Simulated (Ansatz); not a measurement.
Consider the ligand exchange at the Al–O bond: `CCC[O][AlH2]` + `[SiH3]S` → `[AlH2][S][SiH3]` + `CCCO`.

Isolated molecules relaxed with PBE0-D4/def2-TZVP in Ansatz; ΔE leaves out vibrations. CCSD(T)/CBS is the MP2 limit (def2-TZVPP, def2-QZVPP) plus CCSD(T) − MP2 in def2-TZVPP, frozen cores. DFT in def2-TZVPP. One conformer a species, not always the lowest.

```
         level  ΔE (kJ/mol)
    r2SCANh-D4         10.4
  CAM-B3LYP-D4         23.6
     CAM-B3LYP         24.6
MP2/def2-TZVPP         13.2
```

**Question.** What does CCSD(T)/CBS give? (An estimate is asked.)

**Answer.** Ansatz gave: +11.3 kJ/mol. The listed levels differ from it by -0.9, 12.3, 13.3, 1.9 kJ/mol.

Largest T1 diagnostic among the species: 0.011.

In def2-TZVPP, CCSD(T) changes the Hartree–Fock value by −4.7 kJ/mol (the triples alone add −1.8 kJ/mol) and MP2 by −6.2 kJ/mol. At CCSD(T), def2-SVP lies +8.6 kJ/mol from the extrapolated value and def2-TZVPP +3.4 kJ/mol.

CCSD(T)/CBS has its own doubt, a few kJ/mol and more with outer-core shells, so smaller differences from it don't rank the levels.
